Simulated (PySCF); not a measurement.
# Two-component Hartree-Fock for W²⁺ (tungsten, charge +2)

Start: [Xe] 4f14 5d3 6s1; 5d5/2 filled at m_j = +1/2, +3/2, +5/2; 6s1/2 filled at m_j = +1/2. Calculated with PySCF 2.14 in x2c-TZVPall-2c: generalised Hartree-Fock with the X2C-1e Hamiltonian and a Gaussian nucleus; spin-orbit coupling (SO) screened by Boettger's factors. This is a chosen level, not necessarily the ground level.

| spinor shell | electrons | ε, screened SO (eV) | weight of nominal j (screened SO) | rms radius, screened SO (bohr) |
| --- | --- | --- | --- | --- |
| 1s1/2 | 2 | -69898.8 | 1.000 | 0.0208 |
| 2s1/2 | 2 | -12219.4 | 1.000 | 0.0838 |
| 2p1/2 | 2 | -11664.9 | 1.000 | 0.0713 |
| 2p3/2 | 4 | -10306.5 | 1.000 | 0.0787 |
| 3s1/2 | 2 | -2890.8 | 1.000 | 0.214 |
| 3p1/2 | 2 | -2644.2 | 1.000 | 0.206 |
| 3p3/2 | 4 | -2345.5 | 1.000 | 0.221 |
| 3d3/2 | 4 | -1935.0 | 1.000 | 0.195 |
| 3d5/2 | 6 | -1870.5 | 1.000 | 0.199 |
| 4s1/2 | 2 | -643.98 | 1.000 | 0.478 |
| 4p1/2 | 2 | -540.39 | 1.000 | 0.487 |
| 4p3/2 | 4 | -470.45 | 1.000 | 0.520 |
| 4d3/2 | 4 | -299.85 | 1.000 | 0.544 |
| 5s1/2 | 2 | -112.96 | 1.000 | 1.14 |
| 5p1/2 | 2 | -79.297 | 0.970 | 1.27 |
| 5p3/2 | 4 | -68.495 | 0.978 | 1.35 |
| 4f5/2 | 6 | -70.526 | 0.989 | 0.667 |
| 4f7/2 | 8 | -68.312 | 0.990 | 0.671 |
| 5d5/2 | 3 | -28.577 | 0.645 | 1.95 |
| 6s1/2 | 1 | -23.680 | 0.947 | 2.97 |

Problem. Where does 4d5/2 lie, and what is the 4d spin-orbit splitting (screened SO)?

Solution. At -286.62 eV, 13.234 eV above 4d3/2.

```csv
quantity,screened SO
E (hartree),-16148.72964
M_J,5
⟨J²⟩,30.294
⟨L²⟩,13.706
⟨S²⟩,5.492
```

Each row is a mean over spinors that exchange with the open shell spreads, by up to 6.532 eV (5p3/2).

Rows whose weight is well below 1 are mixtures of j = l ± 1/2: exchange outweighs spin-orbit coupling there, and the label is only the starting occupation.

⟨J²⟩ departs a little from M_J(M_J + 1) because the unrestricted spinors polarise the closed shells.

Breit and QED terms are absent; they matter most for the inner s and p1/2 levels.

Densities and radii are taken from the X2C orbitals without a picture-change correction, which distorts them close to the nucleus.
